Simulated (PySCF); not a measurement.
Compound: C7H9NSi.
Geometry (PBE0-D3(BJ)/def2-SVP, Å), atoms numbered from 1 in this order:
```
atom  x, y, z in Å
C1    -2.6230   -1.5055   -0.8401
C2    -1.2564   -1.7839   -0.7955
C3    -0.3564   -0.7552   -0.4900
Si4    1.4822   -1.0616   -0.4135
C5     2.6509    0.3494   -0.7319
C6     2.5245   -0.0493    0.7479
C7    -0.9059    0.5111   -0.2443
C8    -2.2866    0.6808   -0.3144
N9    -3.1364   -0.3019   -0.6062
H10   -3.3367   -2.3032   -1.0783
H11   -0.9064   -2.7998   -0.9994
H12    1.8803   -2.4516   -0.7473
H13    3.6128    0.1550   -1.2188
H14    2.2278    1.3194   -1.0193
H15    3.4048   -0.5070    1.2128
H16    2.0268    0.6661    1.4131
H17   -0.2711    1.3673    0.0006
H18   -2.7276    1.6665   -0.1241
```

Theory: PBE0-D3(BJ)/def2-SVP geometry optimisation, gas phase (PySCF 2.14.0).

Take the most abundant isotopes and a rigid rotor. The values belong to one conformer with, in the numbering `[cH:1]1[cH:2][c:3]([SiH:4]2[CH2:5][CH2:6]2)[cH:7][cH:8][n:9]1`, C2–C3–Si4–C5 154°.

Question: What are A, B and C (cm⁻¹)?

Answer: Ia = 131.81, Ib = 616.10, Ic = 706.63 u·Å²; 505379 MHz·u·Å²/I gives 3834, 820.3 and 715.2 MHz, that is A = 0.12789, B = 0.02736, C = 0.02386 cm⁻¹.

Question: Classify the top.

Answer: A near-prolate asymmetric top; Ray's κ = -0.933.

Question: What does the inertial defect say?

Answer: Not planar: Δ = Ic − Ia − Ib = -41.28 u·Å². For a rigid frame Δ = −2 Σ m c², so Σ m c² = 20.64 u·Å² lies off the ab plane: 6.44 from hydrogen and 14.20 from heavier atoms. The atom farthest from that plane is 1.32 Å away.

Question: Give the other two planar moments, Paa and Pbb, and the rms extents of the mass along the axes.

Answer: Paa = Σ m a² = (Ib + Ic − Ia)/2 = 595.46 and Pbb = Σ m b² = (Ia + Ic − Ib)/2 = 111.17 u·Å². With the mass M = 135.05 u, the rms extents √(P/M) along a, b and c are 2.10, 0.91, 0.39 Å.

Question: Which lines would a microwave search look for?

Answer: The dipole components are |μa| = 1.85 D, |μb| = 0.36 D, |μc| = 0.01 D. The squared components, which scale the intensities, stand as 1.00 : 0.04 : 0.00 (a : b : c). Some lines, for components of 0.1 D or more:

| type | branch | J(Ka,Kc) | MHz | lower level (cm⁻¹) |
| --- | --- | --- | --- | --- |
| a | Q | 2(1,1) ← 2(1,2) | 315 | 0.251 |
| a | R | 1(0,1) ← 0(0,0) | 1535 | 0.000 |
| a | R | 2(1,2) ← 1(1,1) | 2966 | 0.152 |
| a | R | 2(0,2) ← 1(0,1) | 3068 | 0.051 |
| b | Q | 1(1,0) ← 1(0,1) | 3119 | 0.051 |
| a | R | 2(1,1) ← 1(1,0) | 3176 | 0.155 |
| b | Q | 2(1,1) ← 2(0,2) | 3227 | 0.154 |
| b | R | 1(1,1) ← 0(0,0) | 4549 | 0.000 |
| b | R | 2(1,2) ← 1(0,1) | 5980 | 0.051 |
| b | Q | 2(2,0) ← 2(1,1) | 9044 | 0.261 |
| b | Q | 2(2,1) ← 2(1,2) | 9356 | 0.251 |
| b | R | 2(2,1) ← 1(1,0) | 12217 | 0.155 |
| b | R | 2(2,0) ← 1(1,1) | 12325 | 0.152 |

Stationary, but not proved a minimum. Zero-point vibration and centrifugal distortion are left out. Quadrupole hyperfine structure (14N) is left out.
